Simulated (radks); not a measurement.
Problem. These are the eigenvalues of the occupied orbitals of an atom or ion with whole-number occupations (eV). Calculated with a radial shooting solver on a logarithmic mesh with Libxc functionals: scalar-relativistic Kohn-Sham, r2SCAN, spin-polarised, spherical densities, finite nucleus; meta-GGA in the generalised Kohn-Sham scheme; Fermi nuclear charge, rms radius of each element as measured or else 0.836 A^(1/3) + 0.57 fm.

orbital  eigenvalue
1s up     -61320.93
1s down   -61320.79
2s up     -10419.72
2s down   -10419.66
2p up     -9181.499
2p down   -9181.420
3s up     -2363.068
3s down   -2363.010
3p up     -1987.947
3p down   -1987.879
3d up     -1530.725
3d down   -1530.645
4s up     -475.9436
4s down   -475.7355
4p up     -352.3620
4p down   -352.1449
4d up     -188.9148
4d down   -188.6142
5s up      -64.4601
5p up      -35.4893
5p down    -33.9249
4f up      -10.6631
4f down    -10.1023
6s up       -6.2432
6s down     -5.7143
6p up       -2.4957

Which element is it, and in what charge state? The configuration may be excited. Open shells, if any, are filled with parallel spins first.

Solution. Z = 70, ytterbium, charge 0: Yb in [Kr] 4d10 4f14 5s1 5p6 6s2 6p1. The list shows which subshells hold electrons but not how many an open one holds; the 1s level, -2253.5 hartree, gives Z - s = 67.1 by -(Z - s)^2/2, which with screening and relativity narrows Z to a few neighbours, and the depths of the outer levels then fix element, charge and occupations together.
